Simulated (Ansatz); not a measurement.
CH7ClOSi2 can be A, `[SiH3]CO[SiH2]Cl`, or B, `C[SiH](Cl)[SiH2]O`.

Computed with Ansatz on PBE0-D4/def2-TZVP structures; ΔE is electronic, products minus reactants. CCSD(T)/CBS is the MP2 limit (def2-TZVPP, def2-QZVPP) plus CCSD(T) − MP2 in def2-TZVPP, frozen cores. Functionals use def2-TZVPP. B3LYP here is the variant with VWN-RPA as its local correlation; programs differ in this. Each species was taken in one conformer, which may not be the lowest.

(1) Which is lower in electronic energy at CCSD(T)/CBS, and by how much? (Estimate.)

(2) Give E(B) − E(A) in kJ/mol with CCSD/def2-TZVPP, PBE0-D4, B3LYP-D4, MP2/def2-TZVPP, HF/def2-TZVPP, ωB97M-V, B2PLYP. (Best estimate.)

Largest T1 diagnostic: 0.011.

## Answers

(1) The calculation gave: B, by 96.6 kJ/mol.

(2) Computed: CCSD/def2-TZVPP -89.4, PBE0-D4 -105.6, B3LYP-D4 -91.7, MP2/def2-TZVPP -94.7, HF/def2-TZVPP -74.1, ωB97M-V -90.8, B2PLYP -89.6. None reverses the order clearly.

In def2-TZVPP, CCSD(T) changes the Hartree–Fock value by −17.1 kJ/mol (the triples alone add −1.7 kJ/mol) and MP2 by −20.6 kJ/mol. The D4 term adds −3.2 kJ/mol with B3LYP and −1.8 kJ/mol with PBE0; it sums over pairs of atoms, weighted by their polarisabilities, and B3LYP, whose exchange is more repulsive, gets the larger term.
